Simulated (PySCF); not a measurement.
**A small calculation by hand: oscillator strength and radiative lifetime**

BrH3OSn, SMILES [Br][SnH2][OH].

Coordinates come from a r2SCAN-D4/def2-SVP optimisation. The def2 effective core potentials stand for the cores of Sn; spin–orbit coupling is left out. The values are those of a single conformer.

TDDFT-PBE0/def2-SVPD (PySCF) puts the first singlet state with f over 0.02 at 5.58 eV (vertical), with the transition dipole (-0.040, 0.024, -0.395) in atomic units.

**Question.** Find the oscillator strength, the wavelength and the radiative lifetime that this transition would have in vacuum if emission retraced absorption.

**Answer.** 
|μ|² = 0.1582 au, so |μ| = 1.01 D. ΔE = 5.58/27.211 = 0.2051 hartree. f = (2/3) ΔE |μ|² = 0.022 (the program prints 0.022).
λ = 1239.84/5.58 = 222 nm; ν = 45006 cm⁻¹.
Einstein's coefficient A = 0.6670 ν² f s⁻¹ (ν in cm⁻¹) = 2.9e7 s⁻¹, so τ = 1/A = 34 ns. This state is S1. The figure is the radiative limit of this one transition; relaxation, internal conversion, crossing to triplets and a medium change what is measured.
